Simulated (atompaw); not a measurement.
Reading a pseudo-wave (V (Z = 23))

Columns: radius, all-electron u(r) and pseudo u(r) of the 3s shell (level -70.03 eV) of vanadium in the configuration [Ne] 3s2 3p6 3d3 4s2 4p0; PBEsol, scalar-relativistic, PAW (atompaw) scheme, atompaw 4.2.0.5.

| r (bohr) | all-electron | pseudo |
| --- | --- | --- |
| 0.096 | -0.0781 | 0.2463 |
| 0.192 | -0.5913 | 0.4807 |
| 0.288 | -0.4326 | 0.6923 |
| 0.385 | 0.0282 | 0.8735 |
| 0.481 | 0.4889 | 1.0133 |
| 0.577 | 0.8352 | 1.1096 |
| 0.673 | 1.0442 | 1.1610 |
| 0.769 | 1.1349 | 1.1693 |
| 0.865 | 1.1382 | 1.1389 |
| 0.962 | 1.0832 | 1.0760 |
| 1.058 | 0.9954 | 0.9900 |
| 1.154 | 0.8918 | 0.8897 |
| 1.250 | 0.7840 | 0.7837 |
| 1.346 | 0.6794 | 0.6794 |
| 1.442 | 0.5822 | 0.5822 |
| 1.538 | 0.4945 | 0.4945 |
| 1.635 | 0.4161 | 0.4161 |
| 1.731 | 0.3488 | 0.3488 |
| 1.827 | 0.2910 | 0.2910 |
| 1.923 | 0.2418 | 0.2418 |
| 2.019 | 0.2003 | 0.2003 |
| 2.115 | 0.1655 | 0.1655 |
| 2.212 | 0.1361 | 0.1361 |
| 2.308 | 0.1119 | 0.1119 |
| 2.404 | 0.0919 | 0.0919 |
| 2.500 | 0.0754 | 0.0754 |

Question: How many radial nodes do the two functions have?

Answer: The all-electron 3s function has n − l − 1 = 2 (the table is too coarse to show those close to the nucleus); the pseudo-wave has 0, since the states of the same l below it are removed with the core.

Question: At about which radius was the pseudo-wave matched?

Answer: 1.40 bohr. The columns agree to 0.0005 from 1.25 bohr on; several derivatives are matched, so the curves merge somewhat inside the radius.

Question: Is the pseudo-wave norm-conserving?

Answer: No, it belongs to a PAW set: the norm inside the radius is not constrained, and the difference is carried by the augmentation charge.
